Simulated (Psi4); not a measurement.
H$_{4}$Si, charge +1, doublet, geometry from GFN2-xTB (a state made from the parent by changing its charge; the spin is typed, not shown lowest), with bond 5-1 at 1.3 times its length; B3LYP/STO-3G (Psi4).

Here is a job for Psi4.
```
memory 2 GB

molecule mol {
1 2
  Si    0.000000   -0.000000   -0.000000
  H     0.028744    1.072285    1.066288
  H    -0.027528   -1.065933    1.072670
  H     0.027528    1.065933   -1.072670
  H    -0.037368   -1.393971   -1.386174
}

set basis sto-3g
set reference uks
set dft_nuclear_scheme becke

energy('b3lyp')
print_variables()
```

Problem. Predict the main parts of the log of this Psi4 run.

Solution. 
```
   => Loading Basis Set <=

    Name: STO-3G
    Role: ORBITAL
    Keyword: BASIS

         ---------------------------------------------------------
                                   SCF
               by Justin Turney, Rob Parrish, Andy Simmonett
                          and Daniel G. A. Smith
                              UKS Reference
         ---------------------------------------------------------

  ==> Geometry <==

    Molecular point group: c1
    Full point group: C1

    Geometry (in Angstrom), charge = 1, multiplicity = 2:

       Center              X                  Y                   Z               Mass
    ------------   -----------------  -----------------  -----------------  -----------------
         SI           0.000271539038     0.010128746173     0.010072070585    27.976926534650
         H            0.029015539038     1.082413746173     1.076360070585     1.007825032230
         H           -0.027256460962    -1.055804253827     1.082742070585     1.007825032230
         H            0.027799539038     1.076061746173    -1.062597929415     1.007825032230
         H           -0.037096460962    -1.383842253827    -1.376101929415     1.007825032230

  Running in c1 symmetry.

  Rotational constants: A =      3.65597  B =      2.72106  C =      1.55999 [cm^-1]
  Rotational constants: A = 109603.27120  B =  81575.36773  C =  46767.39620 [MHz]
  Nuclear repulsion =   19.711087733421927

  Charge       = 1
  Multiplicity = 2
  Electrons    = 17
  Nalpha       = 9
  Nbeta        = 8

  ==> Algorithm <==

  SCF Algorithm Type is DF.
  DIIS enabled.
  MOM disabled.
  Fractional occupation disabled.
  Guess Type is SAD.
  Energy threshold   = 1.00e-06
  Density threshold  = 1.00e-06
  Integral threshold = 1.00e-12

  ==> Primary Basis <==

  Basis Set: STO-3G
    Blend: STO-3G
    Number of shells: 9
    Number of basis functions: 13
    Number of Cartesian functions: 13
    Spherical Harmonics?: true
    Max angular momentum: 1

  ==> DFT Potential <==

   => LibXC <=

    Version 7.1.2
    S. Lehtola, C. Steigemann, M. J. T. Oliveira, and M. A. L. Marques,  SoftwareX 7, 1–5 (2018) (10.1016/j.softx.2017.11.002)

   => Composite Functional: B3LYP <=

    B3LYP Hyb-GGA Exchange-Correlation Functional

    P. J. Stephens, F. J. Devlin, C. F. Chabalowski, and M. J. Frisch,  J. Phys. Chem. 98, 11623 (1994) (10.1021/j100096a001)

    Deriv               =              1
    GGA                 =           TRUE
    Meta                =          FALSE

    Exchange Hybrid     =           TRUE
    MP2 Hybrid          =          FALSE

   => Exchange Functionals <=

    0.0800   Slater exchange
    0.7200         Becke 88

   => Exact (HF) Exchange <=

    0.2000               HF

   => Correlation Functionals <=

    0.1900   Vosko, Wilk & Nusair (VWN5_RPA)
    0.8100   Lee, Yang & Parr

   => LibXC Density Thresholds  <==

    XC_HYB_GGA_XC_B3LYP:  1.00E-15

   => Molecular Quadrature <=

    Radial Scheme          =       TREUTLER
    Pruning Scheme         =           NONE
    Nuclear Scheme         =          BECKE

    Blocking Scheme        =         OCTREE
    BS radius alpha        =              1
    Pruning alpha          =              1
    Radial Points          =             75
    Spherical Points       =            302
    Total Points           =         107510
    Total Blocks           =            858
    Max Points             =            255
    Max Functions          =             13
    Weights Tolerance      =       1.00E-15

   => Loading Basis Set <=

    Name: (STO-3G AUX)
    Role: JKFIT
    Keyword: DF_BASIS_SCF

  ==> Integral Setup <==

  SCF_SUBTYPE=INCORE selected. In-core MEM_DF algorithm will be used.
  Using in-core AOs.

  ==> MemDFJK: Density-Fitted J/K Matrices <==

    J tasked:                   Yes
    K tasked:                   Yes
    wK tasked:                   No
    Algorithm:                 Core
    Schwarz Cutoff:           1E-12
[...]

  Minimum eigenvalue in the overlap matrix is 3.2812112448E-01.
  Reciprocal condition number of the overlap matrix is 1.7535086681E-01.
    Using symmetric orthogonalization.

  ==> Pre-Iterations <==

  SCF Guess: Superposition of Atomic Densities via on-the-fly atomic UHF (no occupation information).

   -------------------------
    Irrep   Nso     Nmo
   -------------------------
     A         13      13
   -------------------------
    Total      13      13
   -------------------------

  ==> Iterations <==

                           Total Energy        Delta E     RMS |[F,P]|

   @DF-UKS iter SAD:  -287.44903869043281   -2.87449e+02   0.00000e+00
   @DF-UKS iter   1:  -287.99279245251972   -5.43754e-01   2.16466e-02 ADIIS/DIIS
   @DF-UKS iter   2:  -288.04431696184190   -5.15245e-02   1.17319e-02 ADIIS/DIIS
   @DF-UKS iter   3:  -288.06558122907342   -2.12643e-02   1.15166e-03 ADIIS/DIIS
   @DF-UKS iter   4:  -288.06607542230597   -4.94193e-04   2.00169e-04 ADIIS/DIIS
   @DF-UKS iter   5:  -288.06609259273500   -1.71704e-05   7.73665e-05 DIIS
   @DF-UKS iter   6:  -288.06609492603411   -2.33330e-06   2.88857e-05 DIIS
   @DF-UKS iter   7:  -288.06609522898634   -3.02952e-07   9.17442e-06 DIIS
   @DF-UKS iter   8:  -288.06609526829510   -3.93088e-08   9.45037e-07 DIIS
  Energy and wave function converged.

  ==> Post-Iterations <==

   Electrons on quadrature grid:
      Nalpha   =    8.9999992545 ; deviation = -7.455e-07
      Nbeta    =    8.0000052997 ; deviation = 5.300e-06
      Ntotal   =   17.0000045542 ; deviation = 4.554e-06

   @Spin Contamination Metric:   2.325948392E-02
   @S^2 Expected:                7.500000000E-01
   @S^2 Observed:                7.732594839E-01
   @S   Expected:                5.000000000E-01
   @S   Observed:                5.000000000E-01

    Orbital Energies [Eh]
    ---------------------

    Alpha Occupied:

[...]
    Alpha Virtual:

[...]
      13A      0.153595

    Beta Occupied:

[...]
    Beta Virtual:

[...]
    Final Occupation by Irrep:
              A
    DOCC [     8 ]
    SOCC [     1 ]
    NA   [     9 ]
    NB   [     8 ]

  @DF-UKS Final Energy:  -288.06609526829510

   => Energetics <=

    Nuclear Repulsion Energy =             19.7110877334219268
    One-Electron Energy =                -433.1801565973227639
    Two-Electron Energy =                 143.1201363848357175
    DFT Exchange-Correlation Energy =     -17.7171627892300272
    Empirical Dispersion Energy =           0.0000000000000000
    VV10 Nonlocal Energy =                  0.0000000000000000
    Total Energy =                       -288.0660952682951006

  UHF NO Occupations:
  HONO-2 :    7  A 1.9988189
  HONO-1 :    8  A 1.9901570
  HONO-0 :    9  A 1.0000000
  LUNO+0 :   10  A 0.0098430
  LUNO+1 :   11  A 0.0011811
  LUNO+2 :   12  A 0.0006550
  LUNO+3 :   13  A 0.0000000

Computation Completed

Properties will be evaluated at   0.000000,   0.000000,   0.000000 [a0]

Properties computed using the SCF density matrix

 Multipole Moments:

 ------------------------------------------------------------------------------------
     Multipole            Electronic (a.u.)      Nuclear  (a.u.)        Total (a.u.)
 ------------------------------------------------------------------------------------

 L = 1.  Multiply by 2.5417464519 to convert [e a0] to [Debye]
 Dipole X            :          0.0006237           -0.0070606           -0.0064369
 Dipole Y            :          0.0232440           -0.2633684           -0.2401244
 Dipole Z            :          0.0231133           -0.2618947           -0.2387814
 Magnitude           :                                                    0.3387001

 ------------------------------------------------------------------------------------

  Variable Map:
  ----------------------------------------------------------------------------
[...]
  Array Variable Map:
  ----------------------------------------------------------------------------
[...]
[...]
```
